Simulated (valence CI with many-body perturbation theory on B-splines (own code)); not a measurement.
Values are calculated unless marked as measured or tabulated.
**A CI+MBPT run for Sn¹⁰⁺**

The program does CI of the valence electrons with many-body perturbation theory for a frozen closed Dirac-Fock core.

Command, and the settings that its task file holds:

```sh
python run_cv.py task.json out
```

```
atom Sn  Z=50  mass_number=120  rms_radius_fm=4.6519
core [Kr]
valence 4d5
avg = 1
basis = S
breit = 1
cap = 10000
capref = 1200
cscale = 1
de = 0.0
dress = 0
eps = 2e-08
extrap = 1
h = 0.27
hh = 1
l2 = 3
lcore = 6
maxit = 60
n2 = 5
natural = 1
nlev = 21
nno = [3, 3, 3, 3, 1]
nroot = 26
nsp = [3, 3, 2, 2, 0]
pt2 = 1
qed = 1
rpa = 1
s1 = 1
s2 = 1
s3 = 1
screen = 1
tol = 2e-05
whole = 1
```

**Question.** What became of the run, and why?

**Answer.** It gave no result: the electrons of core and valence do not add up to the charge. The program said: "core and valence hold 41 electrons, the ion has 40".
